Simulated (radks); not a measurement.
Q: These are the eigenvalues of the occupied orbitals of an atom or ion with whole-number occupations (hartree). Method: scalar-relativistic Kohn-Sham, LB94 model potential, spin-polarised, spherical densities, finite nucleus; Fermi nuclear charge, rms radius of each element as measured or else 0.836 A^(1/3) + 0.57 fm; computed with a radial shooting solver on a logarithmic mesh with Libxc functionals.

1s up: -2026.301

Which element is it, and in what charge state? The configuration may be excited. Open shells, if any, are filled with parallel spins first.

A: Z = 62, samarium, charge +61: Sm61+ in 1s1. The 1s level, -2026.3 hartree, gives Z - s = 63.7 by -(Z - s)^2/2, which with screening and relativity narrows Z to a few neighbours, and with so few levels the electron count can be read from the list.
